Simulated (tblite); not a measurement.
Compound: C₄H₆F₂O₃Si.
Atom-mapped SMILES: `[O:1]=[CH:2]/[CH:3]=[C:4](\[O:5][SiH3:6])[O:7][CH:8]([F:9])[F:10]` (hydrogens: H11 on C2; H12 on C3; H13, H14, H15 on Si6; H16 on C8)

The geometry is computed with GFN2-xTB (gas phase).

What internal coordinates does the optimisation give?

| bond | length (Å) |
| --- | --- |
| O1=C2 | 1.205 |
| C2–C3 | 1.452 |
| C3=C4 | 1.345 |
| C4–O5 | 1.303 |
| O5–Si6 | 1.669 |
| C4–O7 | 1.382 |
| O7–C8 | 1.359 |
| C8–F9 | 1.336 |
| C8–F10 | 1.349 |
| C2–H11 | 1.105 |
| C3–H12 | 1.077 |
| Si6–H13, Si6–H14, Si6–H15 | 1.457 |
| C8–H16 | 1.106 |

Bonds in one row agree within 0.01 Å and their mean is given. A selection of angles:
| angle | degrees |
| --- | --- |
| O1–C2–C3 | 124.6 |
| O1–C2–H11 | 121.6 |
| C3–C2–H11 | 113.7 |
| C2–C3–C4 | 121.6 |
| C2–C3–H12 | 116.8 |
| C4–C3–H12 | 121.6 |
| C3–C4–O5 | 124.2 |
| C3–C4–O7 | 124.6 |
| O5–C4–O7 | 111.2 |
| C4–O5–Si6 | 126.5 |
| O5–Si6–H13 | 108.8 |
| O5–Si6–H14 | 96.5 |
| H13–Si6–H14 | 114.5 |
| H13–Si6–H15 | 111.9 |
| C4–O7–C8 | 120.7 |
| O7–C8–F9 | 107.2 |
| O7–C8–F10 | 111.5 |
| O7–C8–H16 | 114.4 |
| F9–C8–F10 | 106.6 |
| F9–C8–H16 | 108.9 |
| F10–C8–H16 | 107.9 |

Dihedral angles: O1–C2–C3–C4 -179° (antiperiplanar); C2–C3–C4–O5 -1° (synperiplanar); C3–C4–O5–Si6 -177° (antiperiplanar); C3–C4–O7–C8 -8° (synperiplanar); C4–O7–C8–F9 -167° (antiperiplanar). The mirror-image conformer, all signs reversed, is as good.

Si6 (oxygen-bound silicon) has angles from 96.5° to 114.8°. Of the pairs four or more bonds apart, C8···H12 is among the closest relative to their van der Waals radii: 2.59 Å, 89 % of the sum of Bondi's values. The 2 C–C bonds span 1.345 Å (C3=C4, drawn double) to 1.452 Å (C2–C3, drawn single), a spread of 0.107 Å. The C–O distances run from 1.205 Å (O1=C2, drawn double) to 1.382 Å (C4–O7, drawn single), a spread of 0.177 Å.

Point group: C1 (no symmetry element, even within 0.4 Å). Its GFN2-xTB frequencies are all real (lowest 51 cm⁻¹). The numbers are those of one conformer. 3 starts were optimised and ended at 0.00, 0.95 and 0.98 kcal/mol (GFN2-xTB); the lowest of these is shown.

Time: 0.67 s. Hardware: an Arm Neoverse N1 with one thread, shared host with 64 logical CPUs at a one-minute load of 60. That covers the optimisation of the geometry.
